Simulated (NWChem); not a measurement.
# PbH2O, singlet; SMILES [OH][PbH]

```xyz
4

Pb     0.0673    -0.1969     0.0000
H     -1.8363    -0.2983     0.0000
O      0.1083     1.9433     0.0000
H     -0.8097     2.2798     0.0000
```
Atoms are numbered in this order, from 1.

Level: PBE-D3(BJ)/def2-SVP with def2 effective core potentials on Pb (NWChem), optimised geometry, unscaled harmonic frequencies. Low-valent species are run as closed-shell singlets; no triplet was tried in these runs. def2 effective core potentials on Pb; no spin-orbit coupling.

### Question
List the harmonic frequencies with IR intensities, and the thermochemistry.

### Answer
```
frequency (cm⁻¹)  IR intensity (km/mol)
----------------  ---------------------
483                                77.4
515                                44.5
522                               145.0
778                                17.7
1472                              545.6
3699                               48.3
```

| Quantity | Value |
|---|---|
| zero-point energy | 10.7 kcal/mol |
| thermal correction to the enthalpy at 298.15 K (with zero-point energy) | 13.5 kcal/mol |
| heat capacity Cv | 10.4 cal/(mol K) |
| entropy at 298.15 K and 1 atm (symmetry number 1) | 66.0 cal/(mol K) |

Rigid rotor and harmonic oscillator.
